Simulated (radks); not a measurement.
Ionisation of the ytterbium ion Yb+, [Xe] 4f14 6s1, to [Xe] 4f14 as the strength of local exchange is varied. All-electron calculation, Dirac Kohn-Sham, Slater X-alpha exchange (alpha = 2/3 is LDA exchange), no correlation, spin-unpolarised, spherical densities, point nucleus. Program: a radial shooting solver on a logarithmic mesh with Libxc functionals.

alpha	E(Yb+) (hartree)	exchange (hartree)	IE (eV)	-e of the level emptied (eV)	<r> of it (bohr)
0.569	-14019.2008	-236.9537	11.084	8.157 (6s1/2)	3.645
0.617	-14039.2061	-257.3611	11.316	8.391 (6s1/2)	3.609
0.663	-14058.4084	-276.9776	11.544	8.622 (6s1/2)	3.575
0.667	-14060.0796	-278.6861	11.564	8.643 (6s1/2)	3.572
0.732	-14087.2675	-306.5112	11.894	8.981 (6s1/2)	3.524
0.826	-14126.6899	-346.9548	12.387	9.489 (6s1/2)	3.455
0.878	-14148.5509	-369.4314	12.667	9.779 (6s1/2)	3.418
1.031	-14213.0899	-435.9900	13.516	10.663 (6s1/2)	3.312

NIST Atomic Spectra Database: 12.179 eV (measured). The Delta-SCF value meets it near alpha = 0.79. Spin polarisation and multiplet splitting are left out, so open shells lie too high by an amount that depends on their filling.

Beside tabulated values, note that spin-unpolarised runs miss the spin-polarisation part of the exchange energy of open shells.
